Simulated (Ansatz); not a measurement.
Species: H$_{3}$Se (charge +1, singlet). 
Coordinates optimised at B3LYP-D3(BJ)/def2-TZVP (Ansatz, a first-principles code):
SMILES: [SeH3+]
```xyz
4

Se     0.0007     0.0265    -0.0607
H     -1.0764    -0.8681     0.4284
H      1.0678    -0.8666     0.4522
H     -0.0137     0.8349     1.1825
```
Charge +1, spin multiplicity 1.

Basis-set convergence of Hartree-Fock and CCSD(T) correlation energies (hartree) with Ansatz. Correlated levels leave the core frozen unless marked. Spin-orbit coupling is left out. Frozen are the shells of the preceding noble gas and the d and f shells that filled before the atom's block. Non-relativistic.

```json
[
 {"basis": "cc-pVDZ", "functions": "42", "E(HF)": "-2401.25018", "E(corr, CCSD(T))": "-0.16073"},
 {"basis": "cc-pVTZ", "functions": "85", "E(HF)": "-2401.32830", "E(corr, CCSD(T))": "-0.19994"},
 {"basis": "cc-pVQZ", "functions": "158", "E(HF)": "-2401.33224", "E(corr, CCSD(T))": "-0.21223"},
 {"basis": "cc-pV5Z", "functions": "269", "E(HF)": "-2401.33278", "E(corr, CCSD(T))": "-0.21615"}
]
```

Extrapolating the two largest sets (X = 4 and 5) as X^-3: E(corr) = (125·(-0.21615) - 64·(-0.21223))/61 = -0.2203 Eh, an estimate of the basis-set limit. The largest set recovers 98.1 % of it, the smallest 73.0 %.
